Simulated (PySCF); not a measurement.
A geometry optimisation on `[F][Hg][F]`.

Computed with PBE0-D3(BJ)/def2-SVP geometry optimisation, gas phase, def2 core potentials past Kr (PySCF 2.14.0). Start geometry: GFN2-xTB. The input is one job of a driver script: a line of settings, then coordinates in Å.

Input:
```
{"job": {"xc": "PBE0", "basis": "def2-SVP", "d3": "d3bj", "grid": 1, "maxiter": 30, "shake": 0.03, "kind": "geom"}, "charge": 0, "multiplicity": 1}
Hg     0.038370    -0.089800     0.011870
F     -0.023330    -0.029030     1.838860
F     -0.031440     0.021630    -1.870620
```

Task: Give the output.

Result: 
```
step   0  E = -352.78869976  max force = 0.055792
step   1  E = -352.79364599  max force = 0.015750
step   2  E = -352.79427692  max force = 0.004467
step   3  E = -352.79436261  max force = 0.000972
step   4  E = -352.79436828  max force = 0.000304
optimisation converged
```

Energies in Eh; «max force» is the largest Cartesian gradient component in Eh/bohr.

Task: How much energy does the optimisation release, in kcal/mol?

Result: E(step 0) − E(last step) = 0.005669 Eh, which is 3.6 kcal/mol.

Task: Give the first gradient maximum in eV/Å.

Result: With 1 Eh/bohr = 51.422 eV/Å, 2.869 eV/Å.

In short: final energy -352.79437 Eh after 4 steps; dipole 0.01 D.

Time: 6.8 s of wall time; peak memory 0.26 GiB. Hardware: an Intel Xeon Platinum 8488C with one thread, no GPU, shared host.
Labels such as C1 count atoms from 1, the log's own numbers from 0.
